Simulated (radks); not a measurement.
The numbers below are computed, except where a source is named.
Question: These are the eigenvalues of the occupied orbitals of an atom or ion with whole-number occupations (hartree). Code: a radial shooting solver on a logarithmic mesh with Libxc functionals. Model: Dirac Kohn-Sham, PBEsol, spin-unpolarised, spherical densities, point nucleus.

| orbital | eigenvalue |
|---|---|
| 1s1/2 | -655.3614 |
| 2s1/2 | -91.67703 |
| 2p1/2 | -84.02309 |
| 2p3/2 | -80.87115 |
| 3s1/2 | -15.86503 |
| 3p1/2 | -13.01668 |
| 3p3/2 | -12.51439 |
| 3d3/2 | -7.48879 |
| 3d5/2 | -7.39696 |
| 4s1/2 | -2.99294 |
| 4p1/2 | -2.21809 |
| 4p3/2 | -2.15007 |
| 4d3/2 | -1.03798 |

Which element is it, and in what charge state? The configuration may be excited. Open shells, if any, fill j = l - 1/2 first.

Answer: Z = 40, zirconium, charge +3: Zr3+ in [Kr] 4d1. The list shows which subshells hold electrons but not how many an open one holds; the 1s level, -655.36 hartree, gives Z - s = 36.2 by -(Z - s)^2/2, which with screening and relativity narrows Z to a few neighbours, and the depths of the outer levels then fix element, charge and occupations together.
